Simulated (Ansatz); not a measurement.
One elementary step

Start structure (GeH5SF, closed shell), relaxed at PBE0-D4/def2-TZVP:

```
8
angstrom
Ge -0.4913 0.0207 -1.3054
F 1.0745 -0.6070 -0.8352
H -0.4799 0.0030 -2.8396
H -0.5742 1.4396 -0.7359
H -1.5333 -0.9305 -0.7120
H 1.0291 -0.6431 1.4651
S 0.2049 -0.2488 2.4504
H 0.7703 0.9661 2.5125
```

The step: GeH₃F ([F][GeH3]) + H₂S → GeH₄S ([SH][GeH3]) + HF; bonds formed: Ge1–S7, F2–H6; bonds broken: Ge1–F2, H6–S7. Computed with Ansatz 0.2.0 (basis: def2-TZVPP and def2-QZVPP); correlated methods freeze the cores. Filled d shells of the heavier atoms are correlated. The def2 sets are not built for correlating such inner shells, so the correlated values are less sure here. Extrapolation: Hartree–Fock as exp(−7.88 √X), correlation as X^−2.97. Energies below are by CCSD(T) at an estimated basis limit (MP2 extrapolated from triple and quadruple zeta, plus CCSD(T) − MP2 in triple zeta).

**Question.** What are the electronic barrier and the energy of the step, from the start structure to the end structure? (To be estimated.)

**Answer.** The calculation gives: Barrier 1.518 eV; step energy -0.060 eV (downhill); reverse barrier, their difference, 1.578 eV. Barrier and step energy count from the start structure, the reverse barrier from the end structure.

The saddle point: One imaginary mode of 664i cm⁻¹.
```tsv
pair	start (Å)	saddle (Å)	end (Å)
Ge1–S7	3.83	2.60	2.25
F2–H6	2.30	1.16	0.94
Ge1–F2	1.75	2.05	3.66
H6–S7	1.34	1.60	2.19
```

Zero-point energy (harmonic, PBE0-D4): ZPE is 1.148 eV at the start and 1.117 eV at the saddle, so the barrier goes from 1.518 to 1.486 eV.

T1 diagnostic: at most 0.013.

Exchanges of this kind with a chalcogen hydride build sulfide and selenide films.

Labels in which every atom is bracketed show which atoms are joined, not bond orders.

For scale, one of the runs: CCSD(T)/def2-TZVPP, 191 basis functions (an equivalent command: `ansatz run in.yaml --threads 4`). Hardware: 4 CPU threads, shared host. Wall time 81 s; peak host memory 2.1 GiB.
